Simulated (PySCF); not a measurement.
2-chloro-3-fluorobuta-1,3-diene (C4H4ClF), SMILES C=C(F)C(=C)Cl.

Geometry optimised at r2SCAN-D4/def2-SVP. One conformer was computed; it need not be the lowest.

Method: PySCF with TDDFT-M06-2X/def2-SVPD.

Vertical excitations. Gas-phase values at a fixed geometry. State labels are in the subgroup Cs.

Computed UV-visible absorptions:
```json
[
 {"state": "S1", "symmetry": "A'", "energy (eV)": "5.74", "λ (nm)": "216", "f": "0.530", "main pairs": "HOMO→LUMO 99 %"},
 {"state": "S2", "symmetry": "A\"", "energy (eV)": "6.47", "λ (nm)": "192", "f": "0.000", "main pairs": "HOMO→LUMO+2 53 %, HOMO→LUMO+1 14 %"},
 {"state": "S3", "symmetry": "A'", "energy (eV)": "6.50", "λ (nm)": "191", "f": "0.032", "main pairs": "HOMO−1→LUMO 99 %"},
 {"state": "S4", "symmetry": "A\"", "energy (eV)": "6.81", "λ (nm)": "182", "f": "0.001", "main pairs": "HOMO−2→LUMO 95 %"},
 {"state": "S5", "symmetry": "A\"", "energy (eV)": "6.99", "λ (nm)": "177", "f": "0.002", "main pairs": "HOMO→LUMO+1 67 %, HOMO→LUMO+2 24 %"},
 {"state": "S6", "symmetry": "A\"", "energy (eV)": "7.67", "λ (nm)": "162", "f": "0.002", "main pairs": "HOMO−1→LUMO+2 34 %, HOMO−1→LUMO+1 17 %, HOMO→LUMO+1 9 %, HOMO→LUMO+3 8 %"},
 {"state": "S7", "symmetry": "A\"", "energy (eV)": "7.69", "λ (nm)": "161", "f": "0.040", "main pairs": "HOMO→LUMO+3 68 %, HOMO−1→LUMO+2 14 %"},
 {"state": "S8", "symmetry": "A'", "energy (eV)": "7.91", "λ (nm)": "157", "f": "0.004", "main pairs": "HOMO−2→LUMO+2 48 %, HOMO−2→LUMO+1 24 %"},
 {"state": "S9", "symmetry": "A\"", "energy (eV)": "7.95", "λ (nm)": "156", "f": "0.001", "main pairs": "HOMO−3→LUMO 85 %"},
 {"state": "S10", "symmetry": "A\"", "energy (eV)": "8.14", "λ (nm)": "152", "f": "0.008", "main pairs": "HOMO→LUMO+4 62 %, HOMO−1→LUMO+1 20 %"},
 {"state": "T1", "symmetry": "A'", "energy (eV)": "3.47", "λ (nm)": "358", "f": "0", "main pairs": "HOMO→LUMO 94 %"},
 {"state": "T2", "symmetry": "A'", "energy (eV)": "4.90", "λ (nm)": "253", "f": "0", "main pairs": "HOMO−1→LUMO 74 %, HOMO→LUMO+8 12 %"},
 {"state": "T3", "symmetry": "A\"", "energy (eV)": "6.19", "λ (nm)": "200", "f": "0", "main pairs": "HOMO→LUMO+2 41 %, HOMO→LUMO+1 14 %, HOMO−1→LUMO+2 10 %"},
 {"state": "T4", "symmetry": "A\"", "energy (eV)": "6.74", "λ (nm)": "184", "f": "0", "main pairs": "HOMO−2→LUMO 94 %"}
]
```
Triplets are in the Tamm–Dancoff approximation, which puts them higher than full response would, so one can lie above its singlet here.
